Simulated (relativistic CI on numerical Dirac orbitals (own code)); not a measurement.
Method of calculation: Dirac-Coulomb-Breit CI, orbitals from a KLI potential per configuration, QED by a radiative potential, unscaled Slater integrals (own radial code, finite nucleus).

Configurations in the expansion (outside the closed core [Ar] 3d10): 4s²4p⁶4d¹⁰, 4s²4p⁶4d⁹4f, 4s²4p⁵4d¹⁰4f, 4s²4p⁶4d⁹5s, 4s4p⁶4d¹⁰4f, 4s²4p⁶4d⁹5p, 4s²4p⁶4d⁹5d, 4s²4p⁵4d¹⁰5s, 4s²4p⁶4d⁹5f, 4s²4p⁶4d⁹6s, 4s²4p⁵4d¹⁰5p, 4s²4p⁶4d⁹6p, 4s²4p⁶4d⁹5g, 4s²4p⁶4d⁹6d, 4s²4p⁵4d¹⁰5d, 4s4p⁶4d¹⁰5s, 4s²4p⁶4d⁹6f, 4s²4p⁶4d⁹7s, 4p⁶4d¹⁰4f², 4p⁶4d⁹4f³, 4p⁵4d¹⁰4f³, 4p⁶4d⁹4f²5s, 4p⁶4d⁹4f²5p, 4p⁶4d⁹4f²5d. Double excitations out of closed p, d and f shells are left out; levels of such configurations are missing from the list, as are those of other unlisted configurations, and high levels can miss mixing partners. These lack a partner that the ground configuration has and come out too high: 4s²4p⁵4d¹⁰5s, 4s²4p⁶4d⁹5f, 4s²4p⁶4d⁹6s, 4s²4p⁵4d¹⁰5p, 4s²4p⁶4d⁹6p.

At this charge energies of transitions that change n are usually good to better than 1 %, and those within a shell (Δn = 0) to a few per cent.

Outline of the computed level scheme of Ho XXII. Lowest level of each configuration: 4s²4p⁶4d¹⁰ ¹S0 at 0.000 eV; 4s²4p⁶4d⁹4f ³P°0 at 154.530 eV; 4s²4p⁶4d⁹5s ³D3 at 227.549 eV; 4s²4p⁶4d⁹5p ³P°2 at 260.899 eV; 4s²4p⁵4d¹⁰4f ³D1 at 312.515 eV.

Some strong electric-dipole decays among the lowest 45 levels: 4s²4p⁶4d⁹4f ¹P°1 → 4s²4p⁶4d¹⁰ ¹S0 (5.2e+12 s⁻¹); 4s²4p⁶4d⁹5p ¹P°1 → 4s²4p⁶4d¹⁰ ¹S0 (6.9e+11 s⁻¹); 4s²4p⁵4d¹⁰4f ³G4 → 4s²4p⁶4d⁹4f ³H°5 (5.6e+11 s⁻¹); 4s²4p⁵4d¹⁰4f ³G5 → 4s²4p⁶4d⁹4f ³H°6 (5.6e+11 s⁻¹); 4s²4p⁵4d¹⁰4f ³F4 → 4s²4p⁶4d⁹4f ³G°5 (4.3e+11 s⁻¹); 4s²4p⁶4d⁹5p ³D°1 → 4s²4p⁶4d¹⁰ ¹S0 (2.7e+11 s⁻¹); 4s²4p⁵4d¹⁰4f ¹F3 → 4s²4p⁶4d⁹4f ³G°4 (2.4e+11 s⁻¹); 4s²4p⁵4d¹⁰4f ³D3 → 4s²4p⁶4d⁹4f ³G°4 (2.2e+11 s⁻¹).

LS names give the leading component of a level, which can be under half, so a name can repeat, a term be missing and a line seem to break the LS rules.
